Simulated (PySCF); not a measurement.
Polarisability as a sum over states

Species: (Cl)3Sn-NH-SiH3.
Bonds: Sn1–Cl2, Sn1–Cl3, Sn1–Cl4, Sn1–N5, N5–Si6. Hydrogens: H7 on N5; H8, H9, H10 on Si6.

The calculation used PySCF 2.14.0, density-fitted response routines, TDDFT CAM-B3LYP/def2-SVPD, vertical, gas phase, core orbitals frozen in the response, def2 core potentials past Kr. Geometry: PBE0-D3(BJ)/def2-SVP; no solvent, vibrations or thermal averaging. Spin–orbit coupling is left out.

Computed singlets:

| state | E (eV) | f |
| --- | --- | --- |
| S1 | 4.58 | 0.014 |
| S2 | 5.47 | 0.0011 |
| S3 | 5.69 | 0.026 |
| S4 | 5.71 | 0.027 |
| S5 | 5.87 | 0.061 |
| S6 | 5.92 | 0.049 |
| S7 | 5.96 | 0.046 |
| S8 | 6.77 | 0.0001 |
| S9 | 6.92 | 0.034 |
| S10 | 7.16 | 0.0009 |

**Question.** How much of the mean static polarisability do these states give, one by one?

**Answer.** Each state adds f / ΔE² (ΔE in hartree, 27.2114 eV).

```json
{"state": "S1", "f/ΔE² (au)": "0.50", "running sum (au)": "0.50", "running share of α (%)": "0.4"}
{"state": "S2", "f/ΔE² (au)": "0.03", "running sum (au)": "0.53", "running share of α (%)": "0.5"}
{"state": "S3", "f/ΔE² (au)": "0.61", "running sum (au)": "1.14", "running share of α (%)": "1.0"}
{"state": "S4", "f/ΔE² (au)": "0.60", "running sum (au)": "1.74", "running share of α (%)": "1.5"}
{"state": "S5", "f/ΔE² (au)": "1.32", "running sum (au)": "3.06", "running share of α (%)": "2.7"}
{"state": "S6", "f/ΔE² (au)": "1.03", "running sum (au)": "4.08", "running share of α (%)": "3.6"}
{"state": "S7", "f/ΔE² (au)": "0.96", "running sum (au)": "5.04", "running share of α (%)": "4.4"}
{"state": "S8", "f/ΔE² (au)": "0.00", "running sum (au)": "5.04", "running share of α (%)": "4.4"}
{"state": "S9", "f/ΔE² (au)": "0.53", "running sum (au)": "5.57", "running share of α (%)": "4.9"}
{"state": "S10", "f/ΔE² (au)": "0.01", "running sum (au)": "5.58", "running share of α (%)": "4.9"}
```

The full response gives 113.52 au (16.82 Å³), so 107.9 au comes from the higher roots of the same equations.

**Question.** By how much does the contribution of these states grow at 1064 nm?

**Answer.** With ω = 0.0428 hartree each state's term in the mean polarisability goes from f / ΔE² to f / (ΔE² − ω²); the sum over all 10 states goes from 5.58 to 5.82 au, a rise of 0.24 au.

The largest single term belongs to S5, which also has the largest f.

Time: 7.1 min wall, 6.3 min CPU (with the writing of density and orbital grids); peak memory 1.1 GiB. Hardware: Intel Xeon at 2.50 GHz, one thread, on a shared host.
